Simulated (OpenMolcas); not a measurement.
**neutral silicon: input and output**

Input:

```
&GATEWAY
Coord
1

Si 0.0 0.0 0.0
Basis=ANO-R1
Group=XYZ
NoMove
AngMom=0.0 0.0 0.0
AMFI
&SEWARD
* reference wave functions (RASSCF and RASSI steps not shown): 4 electrons in 9 orbitals (RAS2 3s 3p; RAS3 3d, at most 2 electrons)
>>> COPY JOB001 $Project.JobIph
&CASPT2
XMultistate=3 1 2 3
Frozen=2 3
IPEA=0.3
Sig2=0.2
MaxIter=60
WThr=0.0 0.3 0.05
PrWF=0.5
NoMix
>>> COPY JOB002 $Project.JobIph
&CASPT2
XMultistate=6 1 2 3 4 5 6
Frozen=2 3
IPEA=0.3
Sig2=0.2
MaxIter=60
WThr=0.0 0.3 0.05
PrWF=0.5
NoMix
>>> COPY JOB003 $Project.JobIph
&CASPT2
Multistate=1 1
Frozen=2 3
IPEA=0.3
Sig2=0.2
MaxIter=60
WThr=0.0 0.3 0.05
PrWF=0.5
NoMix
```

Launched by
```bash
OMP_NUM_THREADS=1 MOLCAS_MEM=2252 MOLCAS_PROJECT=a pymolcas a.inp > a.log  # once for each step of the input, in one work folder
```

Output, cut to the results:

```
--- CASPT2 ---
Orbital specifications:
      -----------------------

      Symmetry species                           1   2
                                                ag  au
      Frozen orbitals                            2   3
      Inactive orbitals                          0   0
      Active orbitals                            6   3
      Secondary orbitals                         1   3
      Deleted orbitals                           0   0
      Number of basis functions                  9   9
Type of calculation                        XMS-CASPT2
      Fock operator                              state-average
      IPEA shift                                 0.30
      Real shift                                 0.00
      Imaginary shift                            0.00
      Sigma^2 regularizer                        0.20
      The input orbitals will be transformed to quasi-canonical
      The input states will be rotated to diagonalize the Fock operator
Reference energy:        -289.5148307078
      E2 (Non-variational):      -0.0077781704
      Shift correction:           0.0000000020
      E2 (Variational):          -0.0077781684
      Total energy:            -289.5226088762
      Residual norm:              0.0000001249
      Reference weight:           0.99625
      Contributions to the CASPT2 correlation energy
      Active & Virtual Only:         -0.0077781704
      One Inactive Excited:           0.0000000000
      Two Inactive Excited:           0.0000000000
Reference energy:        -289.5148307078
      E2 (Non-variational):      -0.0077801447
      Shift correction:           0.0000000019
      E2 (Variational):          -0.0077801427
      Total energy:            -289.5226108505
      Residual norm:              0.0000001269
      Reference weight:           0.99625
      Contributions to the CASPT2 correlation energy
      Active & Virtual Only:         -0.0077801447
      One Inactive Excited:           0.0000000000
      Two Inactive Excited:           0.0000000000
::    XMS-CASPT2 Root  1     Total energy:   -289.52261848
::    XMS-CASPT2 Root  2     Total energy:   -289.52261062
::    XMS-CASPT2 Root  3     Total energy:   -289.52260392
--- CASPT2 ---
Orbital specifications:
      -----------------------

      Symmetry species                           1   2
                                                ag  au
      Frozen orbitals                            2   3
      Inactive orbitals                          0   0
      Active orbitals                            6   3
      Secondary orbitals                         1   3
      Deleted orbitals                           0   0
      Number of basis functions                  9   9
Type of calculation                        XMS-CASPT2
      Fock operator                              state-average
      IPEA shift                                 0.30
      Real shift                                 0.00
      Imaginary shift                            0.00
      Sigma^2 regularizer                        0.20
      The input orbitals will be transformed to quasi-canonical
      The input states will be rotated to diagonalize the Fock operator
Reference energy:        -289.4748842057
      E2 (Non-variational):      -0.0087142799
      Shift correction:           0.0000000020
      E2 (Variational):          -0.0087142779
      Total energy:            -289.4835984835
      Residual norm:              0.0000001378
      Reference weight:           0.99566
      Contributions to the CASPT2 correlation energy
      Active & Virtual Only:         -0.0087142799
      One Inactive Excited:           0.0000000000
      Two Inactive Excited:           0.0000000000
Reference energy:        -289.4748842057
      E2 (Non-variational):      -0.0087095439
      Shift correction:           0.0000000020
      E2 (Variational):          -0.0087095420
      Total energy:            -289.4835937476
      Residual norm:              0.0000001364
      Reference weight:           0.99567
      Contributions to the CASPT2 correlation energy
      Active & Virtual Only:         -0.0087095439
      One Inactive Excited:           0.0000000000
      Two Inactive Excited:           0.0000000000
::    XMS-CASPT2 Root  1     Total energy:   -289.48361909
::    XMS-CASPT2 Root  2     Total energy:   -289.48359965
::    XMS-CASPT2 Root  3     Total energy:   -289.48359508
::    XMS-CASPT2 Root  4     Total energy:   -289.48358166
::    XMS-CASPT2 Root  5     Total energy:   -289.48357224
::    XMS-CASPT2 Root  6     Total energy:   -289.43519928
--- CASPT2 ---
Orbital specifications:
      -----------------------

      Symmetry species                           1   2
                                                ag  au
      Frozen orbitals                            2   3
      Inactive orbitals                          0   0
      Active orbitals                            6   3
      Secondary orbitals                         1   3
      Deleted orbitals                           0   0
      Number of basis functions                  9   9
Type of calculation                        SS-CASPT2
      Fock operator                              state-specific
      IPEA shift                                 0.30
      Real shift                                 0.00
      Imaginary shift                            0.00
      Sigma^2 regularizer                        0.20
      The input orbitals will be transformed to quasi-canonical
Reference energy:        -289.3832173533
      E2 (Non-variational):      -0.0041314769
      Shift correction:           0.0000000000
      E2 (Variational):          -0.0041314769
      Total energy:            -289.3873488301
      Residual norm:              0.0000001337
      Reference weight:           0.99806
      Contributions to the CASPT2 correlation energy
      Active & Virtual Only:         -0.0041314769
      One Inactive Excited:           0.0000000000
...
```

In XMS-CASPT2 the single-state energies belong to rotated reference states; over a whole degenerate manifold the rotation is arbitrary, and only the multistate roots count.

Levels above the lowest, from the spin-orbit matrix with the multistate effective Hamiltonian, averaged by term, added to it:

```csv
Configuration,Term,J,E (eV),Measured (eV),g,Term weight %
3s² 3p²,³P,0,0.0000,0.0000,,100
3s² 3p²,³P,1,0.0082,0.0096,1.501,100
3s² 3p²,³P,2,0.0239,0.0277,1.501,100
3s² 3p²,¹D,2,1.078,0.7810,1.000,100
3s² 3p²,¹S,0,2.395,1.9087,,100
3s 3p³,⁵S°,2,3.697,4.1319,2.002,100
```

Against the 5 measured excited levels shown (NIST Handbook of Basic Atomic Spectroscopic Data) the mean absolute deviation is 2000 cm-1; the largest miss in energy is 3s² 3p² ¹S₀: computed 2.395, measured 1.9087 eV (+25.5 %), and the largest in proportion 3s² 3p² ¹D₂ (+38.0 %).

Term energies are means over components that CASPT2 splits; among the terms shown or strongly mixed into the levels shown the widest spread is 10 cm-1 (3s² 3p² ¹D). Terms from blocks run as CI alone lack orbitals of their own. Active for correlation alone: 3d; no level in the range computed is led by a configuration that fills it, so any true level of that kind is missing. Some terms miss by over 15 % even with CASPT2, which points to a basis or an active space too small for the shells correlated. Computed and measured levels are paired by configuration, term and J; levels that our copy of the source lacks, or whose pairing is in doubt (as where it misses far off the trend of its configuration), stay unpaired and out of the deviations. Only configurations of the active space appear. The first state left out of the spin-orbit step lies near 48000 cm-1 above the lowest spin-free state of the reference (among the parities and spins computed), and the list stops at four fifths of that energy or lower.

The CASPT2 steps took 2.9 s on 1 thread of Intel(R) Xeon(R) Platinum 8488C (Sapphire Rapids) (shared host); the integral step is not counted.

The term weight is that of the spin-free term in the level, not the purity of its configuration. ° marks odd parity.
